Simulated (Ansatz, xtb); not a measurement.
**Two isomers of C4H9FSi**

We compare a, `F[C@@H]1CC[SiH2]C1`, a singlet, with b, `C=CC[Si@H](C)F`, a singlet. Both are isolated molecules in the gas phase, relaxed with PBE-D3(BJ)/def2-SVP; each stands in its lowest conformer found.

a (Å):

```xyz
15

C     0.3986    0.7617   -1.4072
C    -1.0645    1.1941   -1.2623
C    -1.5530    0.8222    0.1574
C     0.5395   -0.7024   -0.9730
F     1.1694    1.5453   -0.5291
Si   -0.6143   -0.8000    0.5530
H     0.7885    0.9468   -2.4337
H    -1.1635    2.2787   -1.4760
H    -1.6572    0.6573   -2.0346
H    -2.6552    0.7360    0.2185
H    -1.2416    1.6000    0.8837
H     0.1084   -0.7655    1.8710
H    -1.4872   -2.0278    0.5265
H     1.6013   -0.9581   -0.7914
H     0.1637   -1.3726   -1.7745
```

b (Å):

```yaml
atoms:
  - { symbol: C, position_ang: [-1.1734, -2.0946, -0.3586] }
  - { symbol: C, position_ang: [-0.5034, -1.0586, -0.8993] }
  - { symbol: C, position_ang: [-1.1140, 0.2139, -1.4048] }
  - { symbol: C, position_ang: [-1.9730, 1.2969, 1.3793] }
  - { symbol: F, position_ang: [-1.3897, 3.0146, -0.8407] }
  - { symbol: Si, position_ang: [-0.9122, 1.6036, -0.1317] }
  - { symbol: H, position_ang: [-0.6459, -2.9816, 0.0241] }
  - { symbol: H, position_ang: [-2.2743, -2.0957, -0.2890] }
  - { symbol: H, position_ang: [0.6004, -1.1126, -0.9412] }
  - { symbol: H, position_ang: [-0.6340, 0.5488, -2.3496] }
  - { symbol: H, position_ang: [-2.2004, 0.0935, -1.6049] }
  - { symbol: H, position_ang: [0.5390, 1.7642, 0.2295] }
  - { symbol: H, position_ang: [-1.6996, 0.3263, 1.8412] }
  - { symbol: H, position_ang: [-3.0462, 1.2559, 1.1023] }
  - { symbol: H, position_ang: [-1.8403, 2.0939, 2.1377] }
```

Estimate which is lower in electronic energy at CCSD(T)/def2-SVP + ΔMP2/def2-TZVPP, and by roughly how much.

The CCSD(T)/def2-SVP + ΔMP2/def2-TZVPP calculation puts structure b lower, by 1.549 eV.

The same difference at several levels:

```tsv
level	geometry	E(b) − E(a) (eV)	departure from the last row (eV)	job, with rough time for the two
GFN2-xTB	GFN2-xTB	−0.561	+0.988	optimisation, 0.095 s
HF/STO-3G	GFN2-xTB	+1.026	+2.575	single point, 0.24 s
r2SCAN-D4/def2-SVP	GFN2-xTB	−1.150	+0.399	single point, 2.9 s
PBE-D3(BJ)/def2-SVP	PBE-D3(BJ)/def2-SVP	−1.110	+0.438	optimisation, 23 s
HF/def2-SVP	PBE-D3(BJ)/def2-SVP	−1.437	+0.112	part of the CCSD(T) run
MP2/def2-SVP	PBE-D3(BJ)/def2-SVP	−1.312	+0.237	part of the CCSD(T) run
CCSD(T)/def2-SVP	PBE-D3(BJ)/def2-SVP	−1.286	+0.263	single point
CCSD(T)/def2-SVP + ΔMP2/def2-TZVPP	PBE-D3(BJ)/def2-SVP	−1.549		single point, 38 s
```

As drawn, b has 1 C=C, 1 F–Si, 1 C–H in place of 1 C–F, 2 C–C, 1 Si–H. Structure a has a 5-membered ring, b no ring.

HF/STO-3G puts the two in the other order. The largest departure from CCSD(T)/def2-SVP + ΔMP2/def2-TZVPP is that of HF/STO-3G, 2.575 eV. The last row adds to CCSD(T) the change of the MP2 difference between the two basis sets, here −0.263 eV, a large step that makes the value less sure.

With thermal terms from frequencies at re-optimised GFN2-xTB minima (ideal gas, soft modes damped towards free rotors, one conformer each, 298.15 K, 1 atm): the zero-point term adds −0.051 eV; ΔH is −1.540 and ΔG −1.689 eV.

The correlated steps freeze 10 core orbitals. Programs: Ansatz 0.2.0, xtb 6.7.1; the last row on 4 threads of Arm Neoverse V2 on a shared host.
